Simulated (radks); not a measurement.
Values are calculated unless marked as measured or tabulated.
Problem. Ionisation of the gallium ion Ga3+, [Ar] 3d10, to Ga4+, [Ar] 3d9, under several functionals. Scalar-relativistic Kohn-Sham, spin-polarised, spherical densities, finite nucleus; open shells are filled with parallel spins first; a radial shooting solver on a logarithmic mesh with Libxc functionals. The NIST Atomic Spectra Database gives 63.24 eV (measured). Rank these functionals by the error of their Delta-SCF ionisation energy: SOGGA; exchange-only LDA; LDA (Slater exchange, Perdew-Wang correlation); revPBE; B86b exchange with PBE correlation; LDA (Slater exchange, VWN5 correlation); exchange-only r2SCAN; exchange-only B88; TASK exchange with Perdew-Wang LDA correlation.

Solution. From best to worst: SOGGA 63.388 eV (+0.147); revPBE 63.435 eV (+0.194); B86b exchange with PBE correlation 63.592 eV (+0.351); TASK exchange with Perdew-Wang LDA correlation 63.825 eV (+0.584); LDA (Slater exchange, Perdew-Wang correlation) 63.921 eV (+0.680); LDA (Slater exchange, VWN5 correlation) 63.930 eV (+0.689); exchange-only r2SCAN 62.527 eV (-0.714); exchange-only B88 62.227 eV (-1.014); exchange-only LDA 62.006 eV (-1.235). Open shells are spherical and high-spin; term and fine-structure splittings are not resolved.
